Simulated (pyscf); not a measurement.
`[OH][Si]([SiH3])([SiH3])[SiH2][Cl]`, singlet

Gas-phase minimum from PySCF at ωB97X-D3(BJ)/def2-SVP, one conformer. 

```xyz
15

O     -1.9657     0.9212    -0.3908
Si    -0.6005     0.0235     0.0211
Si    -0.0292     0.1971     2.2853
Si    -0.7959    -2.2457    -0.5145
Si     1.2377     0.8220    -1.1396
Cl     2.7065    -0.4097    -0.3114
H     -2.7843     0.6808     0.0565
H     -1.2680     0.0967     3.1180
H      0.6254     1.5082     2.5707
H      0.8927    -0.9100     2.6676
H     -2.0678    -2.7906     0.0528
H     -0.8166    -2.4433    -1.9945
H      0.3516    -2.9980     0.0681
H      1.5973     2.2374    -0.8546
H      1.2178     0.6004    -2.6108
```

Bonded distances (Å): O1–Si2 1.685, O1–H7 0.963, Si2–Si3 2.342, Si2–Si4 2.340, Si2–Si5 2.316, Si3–H8 1.496, Si3–H9 1.493, Si3–H10 1.491, Si4–H11 1.496, Si4–H12 1.493, Si4–H13 1.491, Si5–Cl6 2.088, Si5–H14 1.488, Si5–H15 1.488. Bond angles (°): Si2–O1–H7 116.2, O1–Si2–Si3 113.2, O1–Si2–Si4 113.1, O1–Si2–Si5 109.7, Si3–Si2–Si4 108.3, Si3–Si2–Si5 105.4, Si4–Si2–Si5 106.6, Si2–Si3–H8 109.3, Si2–Si3–H9 110.9, Si2–Si3–H10 110.1, H8–Si3–H9 108.4, H8–Si3–H10 108.6, H9–Si3–H10 109.4, Si2–Si4–H11 109.7 (the first ones only).

Properties at ωB97X-D3(BJ)/def2-SVP:

```yaml
harmonic_wavenumbers_unscaled: 13, 51, 88, 94, 97, 111, 144, 153, 192, 217, 356, 442, 458, 481, 516, 530, 549, 573, 586, 681, 807, 814, 876, 883, 913, 946, 949, 952, 953, 962, 2229, 2233, 2244, 2246, 2260, 2264, 2266, 2274, 3919 cm⁻¹
zero_point_energy: 53.4 kcal/mol
rotational_symmetry_number: 1
Entropy of this conformer at 298 K and 1 atm, rigid rotor and harmonic oscillator, modes under 100 cm⁻¹ raised to 100: 459.1 J/(mol K)
dipole_moment: 1.91 D
```

Single-point totals, which compare only within one level:

```tsv
level	total energy (hartree)
ωB97X-D3(BJ)/def2-TZVP	-1699.12024
PBE/def2-TZVP	-1698.09220
r²SCAN/def2-TZVP	-1698.80027
B3LYP-D3(BJ)/def2-TZVP	-1699.11097
PBE0-D3(BJ)/def2-TZVP	-1698.26847
M06-2X/def2-TZVP	-1698.83218
ωB97M-D3(BJ)/def2-TZVP	-1699.20474
```

The lowest mode is so soft that the shape along it may change with the basis. Soft torsions are taken as harmonic, which can shift the entropy by several J/(mol K).
